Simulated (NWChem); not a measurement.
System: C$_{2}$H$_{7}$O cation; SMILES C[OH+]C

Here is an NWChem input.

```
start job
memory heap 200 mb stack 700 mb global 900 mb
charge 1
geometry units angstroms noautoz
  C      0.269978     0.008518    -1.278267
  O     -0.504980    -0.051275     0.000000
  C      0.269978     0.008518     1.278267
  H      0.821322     0.949170    -1.313794
  H      0.926751    -0.858966    -1.254656
  H     -0.470590    -0.077409    -2.071920
  H     -1.245654     0.590834     0.000000
  H     -0.470590    -0.077409     2.071920
  H      0.926751    -0.858966     1.254656
  H      0.821322     0.949170     1.313794
end
basis spherical
  C library 6-31g*
  O library 6-31g*
  H library 6-31g*
end
dft
  xc scan
  iterations 150
  mulliken
end
task dft gradient
```

Output (shortened):

```
             Northwest Computational Chemistry Package (NWChem) 7.3.0
             --------------------------------------------------------

 CS  symmetry detected

                             Geometry "geometry" -> ""
                             -------------------------

 Output coordinates in angstroms (scale by  1.889725989 to convert to a.u.)

  No.       Tag          Charge          X              Y              Z
 ---- ---------------- ---------- -------------- -------------- --------------
    1 C                    6.0000     0.25108222     0.00516085     1.27826700
    2 O                    8.0000    -0.52155566    -0.07949028     0.00000000
    3 C                    6.0000     0.25108222     0.00516085    -1.27826700
    4 H                    1.0000     0.77193131     0.96303486     1.31379400
    5 H                    1.0000     0.93537700    -0.84078236     1.25465600
    6 H                    1.0000    -0.48634406    -0.10450631     2.07192000
    7 H                    1.0000    -1.28246989     0.53849959     0.00000000
    8 H                    1.0000    -0.48634406    -0.10450631    -2.07192000
    9 H                    1.0000     0.93537700    -0.84078236    -1.25465600
   10 H                    1.0000     0.77193131     0.96303486    -1.31379400

 Effective nuclear repulsion energy (a.u.)      89.3281644717

      Symmetry information
      --------------------

 Group name             Cs
 Group number              2
 Group order               2
 No. of unique centers     6

                                 NWChem DFT Module
                                 -----------------

 Summary of "ao basis" -> "ao basis" (spherical)
 ------------------------------------------------------------------------------
       Tag                 Description            Shells   Functions and Types
 ---------------- ------------------------------  ------  ---------------------
 C                           6-31g*                  6       14   3s2p1d
 O                           6-31g*                  6       14   3s2p1d
 H                           6-31g*                  2        2   2s

      Symmetry analysis of basis
      --------------------------

        a'         32
        a"         24

            General Information
            -------------------
          SCF calculation type: DFT
          Wavefunction type:  closed shell.
          No. of atoms     :    10
          No. of electrons :    26
           Alpha electrons :    13
            Beta electrons :    13
          Charge           :     1
          Spin multiplicity:     1
          Use of symmetry is: on ; symmetry adaption is: on
          Maximum number of iterations: 150
          AO basis - number of functions:    56
                     number of shells:    32
          Convergence on energy requested:  1.00D-06
          Convergence on density requested:  1.00D-05
          Convergence on gradient requested:  5.00D-04

              XC Information
              --------------
                         SCAN Method XC Functional
                  SCAN metaGGA Exchange Functional  1.000
                        SCAN Correlation Potential  1.000

             Grid Information
             ----------------
          Grid used for XC integration:  medium
          Radial quadrature: Mura-Knowles
          Angular quadrature: Lebedev.
          Tag              B.-S. Rad. Rad. Pts. Rad. Cut. Ang. Pts.
          ---              ---------- --------- --------- ---------
          C                   0.70       49           9.0       434
          O                   0.60       49           7.0       434
          H                   0.35       45          10.0       434
          Grid pruning is: on
          Number of quadrature shells:   278
          Spatial weights used:  Erf1

      Superposition of Atomic Density Guess
      -------------------------------------

 Sum of atomic energies:        -153.56248830

 Renormalizing density from      27.00 to     26

      Non-variational initial energy
      ------------------------------

 Total energy =    -151.181250
 1-e energy   =    -369.884618
 2-e energy   =     129.375204
 HOMO         =      -0.742131
 LUMO         =      -0.279665

      Symmetry analysis of molecular orbitals - initial
      -------------------------------------------------

  Numbering of irreducible representations:

     1 a'          2 a"

  Orbital symmetries:

     1 a'          2 a'          3 a"          4 a'          5 a"
     6 a'          7 a'          8 a"          9 a'         10 a"
    11 a'         12 a"         13 a'         14 a'         15 a"
    16 a'         17 a'         18 a"         19 a'         20 a'
    21 a"         22 a"         23 a'

     ---------------------------------------------
      Total Density - Mulliken Population Analysis
     ---------------------------------------------

    Atom       Charge   Shell Charges
 -----------   ------   -------------------------------------------------------
    1 C    6     6.48   2.00  0.78  2.04  0.66  0.96  0.05
    2 O    8     8.77   2.00  0.96  3.25  0.85  1.69  0.03
    3 C    6     6.48   2.00  0.78  2.04  0.66  0.96  0.05
    4 H    1     0.66   0.45  0.21
    5 H    1     0.66   0.45  0.21
    6 H    1     0.64   0.44  0.20
    7 H    1     0.34   0.30  0.04
    8 H    1     0.64   0.44  0.20
    9 H    1     0.66   0.45  0.21
   10 H    1     0.66   0.45  0.21

   convergence    iter        energy       DeltaE   RMS-Dens  Diis-err
 ---------------- ----- ----------------- --------- --------- ---------
 d= 0,ls=0.0,diis     1   -155.1759003003 -2.45D+02  1.77D-02  8.67D-01
 d= 0,ls=0.0,diis     2   -155.0948774709  8.10D-02  1.21D-02  1.66D+00
 d= 0,ls=0.0,diis     3   -155.2509513219 -1.56D-01  2.09D-03  4.52D-02
 d= 0,ls=0.0,diis     4   -155.2544598390 -3.51D-03  8.01D-04  6.57D-03
 d= 0,ls=0.0,diis     5   -155.2552856742 -8.26D-04  6.64D-05  3.69D-05
  Resetting Diis
 d= 0,ls=0.0,diis     6   -155.2552896146 -3.94D-06  1.47D-05  1.35D-06
 d= 0,ls=0.0,diis     7   -155.2552897688 -1.54D-07  3.74D-06  2.84D-08

         Total DFT energy =     -155.255289768753
      One electron energy =     -379.736498369663
           Coulomb energy =      156.823921064438
    Exchange-Corr. energy =      -21.670876935217
 Nuclear repulsion energy =       89.328164471689

 Numeric. integr. density =       25.999989341705

                  Occupations of the irreducible representations
                  ----------------------------------------------

                     irrep           alpha         beta
                     --------     --------     --------
                     a'                8.0          8.0
                     a"                5.0          5.0

                       DFT Final Molecular Orbital Analysis
                       ------------------------------------

 Vector   11  Occ=2.000000D+00  E=-6.075028D-01  Symmetry=a'
              MO Center=  2.3D-01, -2.0D-01, -9.9D-15, r^2= 3.0D+00
   Bfn.  Coefficient  Atom+Function         Bfn.  Coefficient  Atom+Function
  ----- ------------  ---------------      ----- ------------  ---------------
     3      0.291581   1 C  px               31      0.291581   3 C  px
    17     -0.187494   2 O  px               45      0.172567   5 H  s
    53      0.172567   9 H  s                 7      0.148356   1 C  px
    35      0.148356   3 C  px               47     -0.148838   6 H  s
    51     -0.148838   8 H  s                 4     -0.120402   1 C  py

 Vector   12  Occ=2.000000D+00  E=-5.961877D-01  Symmetry=a"
              MO Center=  1.8D-02, -4.4D-02,  1.2D-14, r^2= 3.5D+00
   Bfn.  Coefficient  Atom+Function         Bfn.  Coefficient  Atom+Function
  ----- ------------  ---------------      ----- ------------  ---------------
     5     -0.250183   1 C  pz               33     -0.250183   3 C  pz
     3      0.237573   1 C  px               31     -0.237573   3 C  px
    47     -0.213282   6 H  s                51      0.213282   8 H  s
    19      0.147265   2 O  pz                7      0.130411   1 C  px
    35     -0.130411   3 C  px               48     -0.130775   6 H  s

 Vector   13  Occ=2.000000D+00  E=-5.410763D-01  Symmetry=a'
              MO Center= -2.4D-02,  8.0D-02, -6.0D-16, r^2= 2.2D+00
   Bfn.  Coefficient  Atom+Function         Bfn.  Coefficient  Atom+Function
  ----- ------------  ---------------      ----- ------------  ---------------
    18      0.454167   2 O  py               22      0.333967   2 O  py
     4     -0.216137   1 C  py               32     -0.216137   3 C  py
    17      0.200205   2 O  px               43     -0.167719   4 H  s
    55     -0.167719  10 H  s                21      0.155097   2 O  px
    44     -0.137905   4 H  s                56     -0.137905  10 H  s

[...]

                         DFT ENERGY GRADIENTS

    atom               coordinates                        gradient
                 x          y          z           x          y          z
   1 C       0.474477   0.009753   2.415574    0.000034  -0.000846   0.001495
   2 O      -0.985597  -0.150215   0.000000   -0.002082   0.002150   0.000000
   3 C       0.474477   0.009753  -2.415574    0.000034  -0.000846  -0.001495
   4 H       1.458739   1.819872   2.482711    0.000534   0.000624   0.000564
   5 H       1.767606  -1.588848   2.370956    0.000815  -0.000467   0.000636
   6 H      -0.919057  -0.197488   3.915361   -0.000279   0.000056   0.001229
   7 H      -2.423517   1.017617   0.000000   -0.000128  -0.000883   0.000000
   8 H      -0.919057  -0.197488  -3.915361   -0.000279   0.000056  -0.001229
   9 H       1.767606  -1.588848  -2.370956    0.000815  -0.000467  -0.000636
  10 H       1.458739   1.819872  -2.482711    0.000534   0.000624  -0.000564
```

Level: SCAN/6-31G* (spherical d). Geometry: optimised at B3LYP/6-31G* (spherical d).
